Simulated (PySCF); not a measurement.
## Magnetisability: `FC1=CC[Si@@H](P)C1`, C4H8FPSi

Molfile (atoms numbered from 1):
```
C4H8FPSi
     RDKit          3D

 15 15  0  0  0  0  0  0  0  0999 V2000
   -1.9974    2.3621   -0.4855 F   0  0  0  0  0  0  0  0  0  0  0  0
   -1.2767    1.2298   -0.2984 C   0  0  0  0  0  0  0  0  0  0  0  0
   -1.6881    0.0587   -0.7480 C   0  0  0  0  0  0  0  0  0  0  0  0
   -0.8155   -1.1278   -0.4887 C   0  0  0  0  0  0  0  0  0  0  0  0
    0.5929   -0.4286    0.6033 Si  0  0  1  0  0  4  0  0  0  0  0  0
    2.5961   -0.7194   -0.3614 P   0  0  0  0  0  0  0  0  0  0  0  0
    0.0065    1.3823    0.4430 C   0  0  0  0  0  0  0  0  0  0  0  0
   -2.6122   -0.0595   -1.2911 H   0  0  0  0  0  0  0  0  0  0  0  0
   -1.3917   -1.9184   -0.0081 H   0  0  0  0  0  0  0  0  0  0  0  0
   -0.4551   -1.5381   -1.4345 H   0  0  0  0  0  0  0  0  0  0  0  0
    0.4644   -0.8896    1.9981 H   0  0  0  0  0  0  0  0  0  0  0  0
    3.3160   -0.2187    0.7092 H   0  0  0  0  0  0  0  0  0  0  0  0
    2.7361   -2.0257    0.0733 H   0  0  0  0  0  0  0  0  0  0  0  0
    0.6901    2.0150   -0.1265 H   0  0  0  0  0  0  0  0  0  0  0  0
   -0.1698    1.8859    1.3934 H   0  0  0  0  0  0  0  0  0  0  0  0
  1  2  1  0
  2  3  2  0
  3  4  1  0
  4  5  1  0
  5  6  1  0
  5  7  1  0
  7  2  1  0
  3  8  1  0
  4  9  1  0
  4 10  1  0
  5 11  1  1
  6 12  1  0
  6 13  1  0
  7 14  1  0
  7 15  1  0
M  END
```

Level of theory: PySCF, GIAO PBE/pcSseg-1 magnetisability, rotational g tensor and spin-rotation constants, non-relativistic, gas phase. Geometry: GFN2-xTB.

Problem. How diamagnetic is it, and how anisotropic?

Solution. Isotropic -1382 × 10⁻³⁰ J/T², or -83.2 × 10⁻⁶ cm³/mol; principal values -1407, -1389, -1349 × 10⁻³⁰ J/T², anisotropy 51 × 10⁻³⁰ J/T² (root of half the summed squared differences of the principal values). The susceptibility is in cgs units.

Problem. Split it along the inertial axes a, b, c into diamagnetic and paramagnetic parts about the centre of mass, with the quadrupole moment.

Solution. 
```tsv
axis	χ (10⁻⁶ cm³/mol)	diamagnetic (10⁻⁶ cm³/mol)	paramagnetic (10⁻⁶ cm³/mol)	summed x² of all electrons (Å²)	quadrupole Θ (D Å)
a	-83.4	-449.1	365.7	261.6	-4.50
b	-83.3	-1256.1	1172.7	71.4	+6.42
c	-82.9	-1412.8	1329.8	34.5	-1.93
```
Anisotropies 2χaa − χbb − χcc = -0.6 and 2χbb − χaa − χcc = -0.3 × 10⁻⁶ cm³/mol. Θ is traceless in Buckingham's convention.

Problem. And the rotational g tensor?

Solution. 
```tsv
axis	rotational constant (GHz)	g	nuclear part	electronic part
a	3.7377	-0.0311	0.6110	-0.6421
b	0.9709	-0.0111	0.5239	-0.5349
c	0.8654	-0.0080	0.5326	-0.5406
```
Asymmetric top; isotopes 12C, 19F, 1H, 31P, 28Si; no vibrational averaging.
